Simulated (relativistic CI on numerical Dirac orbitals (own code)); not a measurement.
**Spin-allowed bands of a d8 ion in an octahedral site, by hand**

Problem. Take Δ = 13950 cm⁻¹ and B = 930 cm⁻¹ for a d8 ion in an octahedral site. Calculate the three spin-allowed bands.

Working.
1. The terms of highest spin are 3F (energy 0) and 3P (15B = 13950 cm⁻¹). Here the F term splits into A2 at −1.2Δ = -16740, T2 at −0.2Δ = -2790 and T1 at +0.6Δ = 8370 cm⁻¹.
2. The two T1 states mix through the element 0.4Δ: H = [[8370, 5580], [5580, 13950]], with roots ½(H₁₁ + H₂₂) ∓ ½√[(H₂₂ − H₁₁)² + 4H₁₂²] = ½(22320) ∓ ½(12477) = 4921 and 17399 cm⁻¹.
3. The ground term is 3A2 at -16740 cm⁻¹.
4. Bands: 3T2 13950 cm⁻¹ (717 nm), 3T1(F) 21661 cm⁻¹ (462 nm), 3T1(P) 34139 cm⁻¹ (293 nm).

Check. Exact diagonalisation of the whole d8 shell with these parameters gives 3T2 13950, 3T1 21661, 3T1 34139 cm⁻¹. The match is exact, since without spin-orbit coupling no other term has this spin. The ratio of the second band to the first, 1.553, depends on Δ/B = 15.0 alone, which is how a Tanabe-Sugano diagram is read.
